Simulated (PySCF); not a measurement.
C5H12Te, SMILES C[Te]C(C)(C)C at its GFN2-xTB optimised geometry (Å):

```
18

Te    -0.1530    -1.4202     0.0000
C      2.0138    -1.4202     0.0000
H      2.3366    -2.4519     0.0486
H      2.3963    -0.8891     0.8628
H      2.3979    -0.9719    -0.9079
C     -0.3992     0.7765     0.0000
C      0.1911     1.3617     1.2712
C      0.2818     1.3722    -1.2198
C     -1.8952     1.0419    -0.0529
H      0.0438     2.4424     1.2891
H      1.2606     1.1703     1.3297
H     -0.2871     0.9391     2.1529
H      1.3538     1.1885    -1.1968
H     -0.1248     0.9513    -2.1375
H      0.1281     2.4519    -1.2433
H     -2.3332     0.6199    -0.9553
H     -2.3979     0.6056     0.8081
H     -2.0856     2.1153    -0.0510
```

Method: PySCF with PBE0/def2-SVP, def2 effective core potentials past Kr. The core electrons that the potentials of Te replace are not part of the density. Cells within 0.4 Å of a nucleus heavier than hydrogen are left out (blank, or x).

Map of the HOMO−1 amplitude (bohr^(-3/2)) on the plane z = 0.0 Å; orbital energy -7.54 eV, overall sign arbitrary:

```
|4444444444444444444444444444444|
|4444444444444444444444444444444|
|4444444444444444444444444444444|
|4444444444444444444444444444444|
|4444444444444444444444444444444|
|4444444444444444444444444444444|
|4444444555444444444444444444444|
|4444445555444444444444444444444|
|4444445565444333444444444444444|
|4444445565433323334444444444444|
|4444445555432112333444444444444|
|44444445xx322001333444444444444|
|44444444xx332xx3344444444444444|
|4444443333345xx7554444444444444|
|4444443333456998655444444444444|
|4444443334456888765444444444444|
|4444444444456787765544433344444|
|4444444444445667766544333334444|
|4444444444444434565554333334444|
|44444444333334xx35555xx23334444|
|44444443333225xx44455xxx3344444|
|4444444333211276334456x44444444|
|4444444333211011123455554444444|
|4444444333221001123445554444444|
|4444444433322111223444554444444|
|4444444433332222333444444444444|
|4444444443333333333444444444444|
|4444444444333333334444444444444|
|4444444444433333344444444444444|
|4444444444444444444444444444444|
|4444444444444444444444444444444|
```
Scale: ten equal steps from -0.166 (start of '0') to 0.220 (end of '9'), in the order '0123456789'; x runs from -4.50 to 4.50, y from -4.50 (bottom) to 4.50 (top).
